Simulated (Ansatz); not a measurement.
A run for Ansatz (a program for electronic structure): R-RI-MP2/cc-pV(Q+d)Z on H6OSi2 (SMILES [SiH3]O[SiH3]), a point of a torsion scan. Files ending in .json are basis or fitting sets from the Basis Set Exchange.

Ansatz 0.2 input:
```yaml
crystal:
  periodic: [false, false, false]
  atoms:
    - {symbol: Si, position_ang: [1.57812136, -0.16206530, 0.17422171]}
    - {symbol: O, position_ang: [0.17475686, -0.51016459, -0.54733820]}
    - {symbol: Si, position_ang: [-1.22241301, -0.90382355, -1.25709146]}
    - {symbol: H, position_ang: [2.60970715, -0.93659657, -0.51309275]}
    - {symbol: H, position_ang: [1.77711967, 1.27774786, 0.02170312]}
    - {symbol: H, position_ang: [1.44122353, -0.55351776, 1.57581225]}
    - {symbol: H, position_ang: [-1.38678356, -2.34774591, -1.09981912]}
    - {symbol: H, position_ang: [-1.10177589, -0.51463977, -2.66069952]}
    - {symbol: H, position_ang: [-2.26845944, -0.15362877, -0.56489224]}
basis:
  gaussian:
    orbitals: cc-pV_Q+d_Z.json
    fitting: {mean_field: def2-universal-JKFIT, correlation: cc-pVQZ-RIFIT.json}
magnetization: {spin_polarized: false}
correlation: {method: mp2, electrons: outside_noble_gas}
scf: {lower_state_search: off}
```

The log:

```
WARN ansatz: RAYON_NUM_THREADS=2 ignored (pool sized by the plan → 2); use --threads N
Functional definition: HF
these checks for a lower state are left out or cut short: stability, starts, cluster_reference, orbital_swaps, neighbouring_geometries, increment
integrals: 0.47 GiB planned
441 factors; integrals over basis functions are off by at most 5.9e0 eV
mean field: 0.78 GiB planned
mean field evaluation 1: about -17858.0290 eV, gradient 3.8e1 eV
mean field evaluation 2: about -17860.0909 eV, gradient 2.6e1 eV
mean field evaluation 4: about -17861.1801 eV, gradient 3.7e-1 eV
mean field -17861.17984041 eV, -656.3862523925 hartree, gradient 3.0e-6 eV, S^2 0.000000; 0 other end points of the search recorded, 0 dependent functions left out
11 core orbitals not correlated
778 factors; their error is unknown
reference -17861.17984041 eV, -656.3862523925 hartree; 10, 10 occupied and 342, 342 virtual orbitals, 778 factors
second order -14.34221987 eV of doubles, -0.00000000 eV of singles
Total energy: -17875.52206028 eV, -656.9133192513 hartree
Checks for a lower state left out: stability, starts, cluster_reference, orbital_swaps, neighbouring_geometries, increment
```

The calculation finished and met its thresholds.

Cost: very roughly 2.9 core-seconds.
